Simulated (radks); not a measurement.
The numbers below are computed, except where a source is named.
Problem. Radial electron density D(r) = 4 pi r^2 rho(r) of an atom or ion with 60 electrons. Level of theory: Dirac Kohn-Sham, PBE, spin-unpolarised, spherical densities, point nucleus (a radial shooting solver on a logarithmic mesh with Libxc functionals).

```
   r/bohr * D(r) (the largest magnitude, 122, reaches the edge; | marks zero)
 0.001287 |   *
 0.001475 |    *
 0.001703 |     *
 0.001952 |      *
 0.002254 |       *
 0.002582 |         *
 0.002982 |           *
 0.003417 |              *
 0.003946 |                 *
 0.004521 |                    *
 0.005179 |                       *
 0.005981 |                           *
 0.006853 |                              *
 0.007914 |                                  *
 0.009067 |                                     *
  0.01047 |                                       *
    0.012 |                                         *
  0.01385 |                                          *
  0.01587 |                                         *
  0.01833 |                                        *
    0.021 |                                      *
  0.02426 |                                     *
  0.02779 |                                     *
  0.03184 |                                      *
  0.03677 |                                         *
  0.04212 |                                             *
  0.04865 |                                                 *
  0.05574 |                                                     *
  0.06437 |                                                      *
  0.07375 |                                                    *
  0.08517 |                                                *
  0.09758 |                                           *
   0.1127 |                                         *
   0.1291 |                                          *
   0.1479 |                                              *
   0.1708 |                                                *
   0.1957 |                                               *
    0.226 |                                        *
    0.259 |                               *
   0.2991 |                        *
   0.3426 |                      *
   0.3957 |                        *
   0.4533 |                          *
   0.5236 |                         *
   0.5998 |                     *
   0.6927 |               *
   0.7936 |           *
   0.9093 |       *
     1.05 |    *
    1.203 |   *
    1.389 | *
    1.592 |*
    1.838 |*
    2.106 *
    2.432 *
    2.787 *
    3.218 *
    3.687 *
```

What is the nuclear charge?

Solution. Z = 68. The innermost maximum, from 1s, lies near gamma/Z bohr with gamma = sqrt(1 - (Z/c)^2) = 0.868, here 0.0128 bohr (found: 0.0141), and its height grows with Z. The density is that of the erbium ion Er8+ in [Kr] 4d10 4f10 5s2 5p2; the configuration itself is not fixed sharply by these data, and Z only to a few units. D(r) has 4 maxima, at r = 0.0141, 0.0628, 0.175, 0.476 bohr, and minima at 0.0273, 0.115, 0.337 bohr, inside which lie 2.02, 11.19, 29.58 electrons.
